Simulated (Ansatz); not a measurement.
A short molecular-dynamics run on LiAl3 (the lowest singlet isomer of a short search).

```yaml
crystal:
  periodic: [false, false, false]
  atoms:
    - {symbol: Al, position_ang: [0.659860, -1.294742, -0.615007]}
    - {symbol: Al, position_ang: [1.192122, 0.904683, 0.468691]}
    - {symbol: Al, position_ang: [-0.676887, 0.746845, -1.203777]}
    - {symbol: Li, position_ang: [-1.175105, -0.356786, 1.350103]}
basis:
  gaussian: {orbitals: "6-31G*"}
hamiltonian: {xc: {name: r2SCAN}}
md: {timestep: 0.5 fs, n_steps: 15, ensemble: nve, temperature: 500, initial_velocities: maxwell_boltzmann, seed: 160}
scf: {omitted_lower_state_checks: [starts]}
```

```sh
$ ansatz run in.yaml --threads 4 --pin off --events-out ev --progress --plain --max-ram 3916MiB
```

| step | time (fs) | potential energy (eV) | kinetic (eV) | T (K) | conserved (eV) |
| --- | --- | --- | --- | --- | --- |
| 0 | 0.0 | -19990.4544 | 0.1293 | 500 | -19990.3251 |
| 1 | 0.5 | -19990.4546 | 0.1295 | 501 | -19990.3251 |
| 2 | 1.0 | -19990.4547 | 0.1296 | 501 | -19990.3251 |
| 3 | 1.5 | -19990.4547 | 0.1296 | 501 | -19990.3251 |
| 4 | 2.0 | -19990.4545 | 0.1294 | 501 | -19990.3251 |
| 5 | 2.5 | -19990.4542 | 0.1291 | 499 | -19990.3251 |
| 6 | 3.0 | -19990.4538 | 0.1287 | 498 | -19990.3251 |
| 7 | 3.5 | -19990.4533 | 0.1282 | 496 | -19990.3251 |
| 8 | 4.0 | -19990.4526 | 0.1275 | 493 | -19990.3251 |
| 9 | 4.5 | -19990.4518 | 0.1267 | 490 | -19990.3251 |
| 10 | 5.0 | -19990.4509 | 0.1258 | 487 | -19990.3251 |
| 11 | 5.5 | -19990.4499 | 0.1248 | 483 | -19990.3251 |
| 12 | 6.0 | -19990.4487 | 0.1236 | 478 | -19990.3251 |
| 13 | 6.5 | -19990.4475 | 0.1224 | 473 | -19990.3251 |
| 14 | 7.0 | -19990.4461 | 0.1210 | 468 | -19990.3251 |
| 15 | 7.5 | -19990.4447 | 0.1196 | 462 | -19990.3251 |

Velocities are drawn at the set temperature; a run this short doesn't reach equilibrium.

The 6-31G sets use Cartesian d functions. The restricted singlet is unstable towards broken spin symmetry at other levels; at RKS r2SCAN/6-31G* this wasn't settled.

Frames (Å, forces in eV/Å):

```xyz
4
time=0.0 fs
Al    0.660   -1.295   -0.615    0.016   -0.079   -0.014
Al    1.192    0.905    0.469    0.060    0.060    0.024
Al   -0.677    0.747   -1.204   -0.035    0.048   -0.057
Li   -1.175   -0.357    1.350   -0.041   -0.029    0.046
4
time=0.5 fs
Al    0.659   -1.296   -0.615    0.019   -0.074   -0.008
Al    1.192    0.907    0.467    0.061    0.050    0.033
Al   -0.675    0.747   -1.202   -0.047    0.049   -0.065
Li   -1.180   -0.360    1.350   -0.032   -0.025    0.041
4
time=1.0 fs
Al    0.659   -1.297   -0.616    0.021   -0.069   -0.003
Al    1.192    0.909    0.466    0.063    0.041    0.042
Al   -0.673    0.747   -1.200   -0.060    0.049   -0.074
Li   -1.184   -0.363    1.350   -0.023   -0.021    0.035
4
time=1.5 fs
Al    0.658   -1.299   -0.616    0.023   -0.064    0.002
Al    1.192    0.911    0.464    0.064    0.031    0.051
Al   -0.672    0.747   -1.198   -0.073    0.050   -0.082
Li   -1.189   -0.366    1.350   -0.015   -0.017    0.029
4
time=2.0 fs
Al    0.657   -1.300   -0.617    0.025   -0.060    0.007
Al    1.192    0.913    0.463    0.067    0.021    0.060
Al   -0.670    0.747   -1.196   -0.085    0.051   -0.091
Li   -1.194   -0.369    1.350   -0.006   -0.013    0.023
4
time=2.5 fs
Al    0.657   -1.301   -0.617    0.027   -0.055    0.013
Al    1.193    0.915    0.462    0.069    0.012    0.069
Al   -0.668    0.747   -1.194   -0.098    0.052   -0.099
Li   -1.198   -0.372    1.350    0.002   -0.009    0.018
4
time=3.0 fs
Al    0.656   -1.302   -0.618    0.029   -0.050    0.018
Al    1.193    0.917    0.460    0.072    0.002    0.078
Al   -0.667    0.747   -1.193   -0.111    0.052   -0.107
Li   -1.203   -0.375    1.350    0.010   -0.005    0.012
4
time=3.5 fs
Al    0.655   -1.304   -0.618    0.031   -0.045    0.023
Al    1.193    0.919    0.459    0.074   -0.007    0.087
Al   -0.665    0.747   -1.191   -0.124    0.052   -0.116
Li   -1.208   -0.378    1.350    0.018   -0.001    0.007
4
time=4.0 fs
Al    0.655   -1.305   -0.619    0.033   -0.040    0.028
Al    1.193    0.921    0.458    0.077   -0.016    0.096
Al   -0.663    0.747   -1.189   -0.137    0.053   -0.124
Li   -1.212   -0.381    1.350    0.027    0.003    0.001
4
time=4.5 fs
Al    0.654   -1.306   -0.619    0.035   -0.035    0.033
Al    1.193    0.924    0.456    0.080   -0.025    0.105
Al   -0.661    0.747   -1.187   -0.150    0.053   -0.133
Li   -1.217   -0.384    1.350    0.034    0.007   -0.004
4
time=5.0 fs
Al    0.654   -1.308   -0.620    0.036   -0.030    0.038
Al    1.193    0.926    0.455    0.084   -0.034    0.114
Al   -0.660    0.746   -1.185   -0.163    0.053   -0.141
Li   -1.222   -0.387    1.351    0.042    0.010   -0.010
4
time=5.5 fs
Al    0.653   -1.309   -0.620    0.038   -0.025    0.042
Al    1.193    0.928    0.453    0.087   -0.042    0.122
Al   -0.658    0.746   -1.183   -0.175    0.053   -0.150
Li   -1.226   -0.390    1.351    0.050    0.014   -0.015
4
time=6.0 fs
Al    0.652   -1.310   -0.621    0.040   -0.020    0.047
Al    1.194    0.930    0.452    0.091   -0.051    0.131
Al   -0.656    0.746   -1.182   -0.188    0.053   -0.158
Li   -1.231   -0.394    1.351    0.057    0.018   -0.020
4
time=6.5 fs
Al    0.652   -1.311   -0.621    0.041   -0.015    0.052
Al    1.194    0.932    0.451    0.095   -0.059    0.140
Al   -0.655    0.746   -1.180   -0.201    0.053   -0.167
Li   -1.236   -0.397    1.351    0.065    0.021   -0.026
4
time=7.0 fs
Al    0.651   -1.313   -0.622    0.043   -0.010    0.057
Al    1.194    0.934    0.449    0.099   -0.068    0.149
Al   -0.653    0.746   -1.178   -0.214    0.053   -0.175
Li   -1.240   -0.400    1.351    0.072    0.024   -0.031
4
time=7.5 fs
Al    0.651   -1.314   -0.622    0.044   -0.005    0.061
Al    1.194    0.936    0.448    0.103   -0.076    0.158
Al   -0.652    0.746   -1.176   -0.227    0.053   -0.183
Li   -1.245   -0.403    1.351    0.079    0.028   -0.036
```

Hardware: 4 threads of Arm Neoverse V2 on a shared host. Wall time 21 s.
